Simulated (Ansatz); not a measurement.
A nudged elastic band was laid between two geometries of C₂H₉AsOSi (14 atoms, charge 0, multiplicity 1).

The calculation used Ansatz 0.2.0, RKS B3LYP-D4/def2-SVP.

```json
{"movable images": "5", "climbing image": "yes", "spring": "50.0 eV/Å²", "optimiser": "quadratic models (default)", "start path": "IDPP", "force threshold": "0.03 eV/Å", "iteration limit": "60", "end points": "relaxed"}
```

Image 0:

```xyz
14
Properties=species:S:1:pos:R:3
C -1.144 -1.517 1.137
As 0.013 -0.070 1.893
Si 0.930 0.576 -0.198
C -0.275 1.704 -1.108
O 1.205 -0.834 -1.072
H -2.042 -1.052 0.703
H -0.619 -2.092 0.364
H -1.457 -2.180 1.956
H 1.214 -0.974 2.186
H 2.212 1.318 0.027
H -1.248 1.207 -1.255
H 0.112 1.994 -2.100
H -0.446 2.628 -0.531
H 1.534 -0.735 -1.974
```

Image 6:

```xyz
14
Properties=species:S:1:pos:R:3
C -1.141 -1.454 1.078
As 0.097 -0.077 1.840
Si 0.919 0.644 -0.282
C -0.361 1.714 -1.134
O 1.193 -0.650 -1.320
H -2.067 -0.947 0.770
H -0.706 -1.967 0.210
H -1.388 -2.185 1.861
H 1.289 -1.026 2.023
H 2.183 1.412 -0.047
H -1.305 1.162 -1.269
H -0.004 2.026 -2.128
H -0.570 2.618 -0.540
H 1.847 -1.299 -1.032
```

(1) What changes between the two ends?

(2) Give the energies along the band, and the barrier.

(3) What is the geometry of the highest image?

## Answers

(1) No bond is made or broken. The dihedral As2–Si3–O5–H14 goes from 177 to -61°.

(2) It converged. The highest image is number 2 of 0 to 6, 0.6 kJ/mol above the first end and 5.6 kJ/mol above the last; the last end lies 5.1 kJ/mol below the first. The top lies less than 8 meV above the higher end, about what the thresholds resolve: that end is a shoulder or a very shallow well. Another band between the same ends (5 images) ends at a top of the same energy, where a vibrational analysis finds 1 clearly imaginary mode.

```json
{"image": "0", "path coordinate (Å)": "0.00", "energy (kJ/mol)": "0.0", "dihedral As2–Si3–O5–H14 (°)": "177"}
{"image": "1", "path coordinate (Å)": "0.28", "energy (kJ/mol)": "0.3", "dihedral As2–Si3–O5–H14 (°)": "-164"}
{"image": "2", "path coordinate (Å)": "0.56", "energy (kJ/mol)": "0.6", "dihedral As2–Si3–O5–H14 (°)": "-141"}
{"image": "3", "path coordinate (Å)": "0.82", "energy (kJ/mol)": "-0.5", "dihedral As2–Si3–O5–H14 (°)": "-115"}
{"image": "4", "path coordinate (Å)": "1.08", "energy (kJ/mol)": "-2.8", "dihedral As2–Si3–O5–H14 (°)": "-92"}
{"image": "5", "path coordinate (Å)": "1.34", "energy (kJ/mol)": "-4.6", "dihedral As2–Si3–O5–H14 (°)": "-73"}
{"image": "6", "path coordinate (Å)": "1.60", "energy (kJ/mol)": "-5.1", "dihedral As2–Si3–O5–H14 (°)": "-61"}
```

(3) 
```xyz
14
Properties=species:S:1:pos:R:3
C -1.149 -1.495 1.129
As 0.041 -0.065 1.867
Si 0.899 0.571 -0.257
C -0.340 1.717 -1.087
O 1.130 -0.815 -1.180
H -2.052 -1.020 0.718
H -0.651 -2.076 0.343
H -1.450 -2.158 1.953
H 1.235 -0.988 2.131
H 2.206 1.284 -0.085
H -1.314 1.216 -1.210
H 0.007 2.031 -2.085
H -0.496 2.621 -0.476
H 1.919 -0.852 -1.732
```

Time of the run: 3.5 min on 2 threads of Arm Neoverse V1, with other jobs on the host, peak memory 0.38 GiB.
